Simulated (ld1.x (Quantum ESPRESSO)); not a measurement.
**Transferability test, ultrasoft potential for antimony**

ld1.x (Quantum ESPRESSO) 7.5 input, shortened:

```
&input
   title='Sb', zed=51., rel=1, dft='PZ', iswitch=3,
   config='[Kr] 4d10 5s2 5p1'
 /
 &inputp
   pseudotype=3, tm=.true., lloc=-1, rcloc=1.75,
   nlcc=.true., new_core_ps=.true.,
   which_augfun='PSQ', rmatch_augfun=1.50
 /
6
5S  1  0   2.00   0.00  2.10  2.20  0.0
5S  1  0   0.00  -1.65  2.10  2.20  0.0
5P  2  1   1.00   0.00  1.65  2.05  0.0
5P  2  1   0.00   3.15  1.65  2.05  0.0
4D  3  2  10.00   0.00  1.35  1.75  0.0
4D  3  2   0.00  -2.35  1.35  1.75  0.0
 &test
   configts(1)='4d10 5s2 5p1'
 /
```

Energies are relative to the spin-unpolarised reference configuration 4d10 5s2 5p1; without spin polarisation the order of configurations can differ from experiment. Spin-polarised rows fill each open shell by Hund’s rule, majority spin first.

```json
{"valence configuration": "4d10 5s2 5p3", "charge": "0", "ΔE all-electron (eV)": "-24.774", "error AE − PS (meV)": "+6.5"}
{"valence configuration": "4d10 5s2 5p2", "charge": "+1", "ΔE all-electron (eV)": "-16.253", "error AE − PS (meV)": "+3.9"}
{"valence configuration": "4d10 5s2 5p0", "charge": "+3", "ΔE all-electron (eV)": "24.785", "error AE − PS (meV)": "-8.1"}
{"valence configuration": "4d10 5s2 5p3.3", "charge": "-0.3", "ΔE all-electron (eV)": "-25.981", "error AE − PS (meV)": "+7.2"}
{"valence configuration": "4d9 5s2 5p3", "charge": "+1", "ΔE all-electron (eV)": "16.022", "error AE − PS (meV)": "+42"}
{"valence configuration": "4d10 5s1 5p3", "charge": "+1", "ΔE all-electron (eV)": "-7.435", "error AE − PS (meV)": "+2.5"}
{"valence configuration": "4d10 5s2 5p2.5", "charge": "+0.5", "ΔE all-electron (eV)": "-21.419", "error AE − PS (meV)": "+5.4"}
{"valence configuration": "4d10 5s2 5p1 (spin-polarised)", "charge": "+2", "ΔE all-electron (eV)": "-0.180", "error AE − PS (meV)": "+0.6"}
```

Task: What are ΔE and the potential's error for 4d10 5s2 5p3 (spin-polarised)?

Result: ΔE = -25.866 eV all-electron; the error (AE − PS) is +10 meV.

Levels in the configuration 4d10 5s2 5p0:

```csv
level,all-electron (eV),pseudo (eV)
4d,-62.943,-62.945
5s,-39.398,-39.402
```
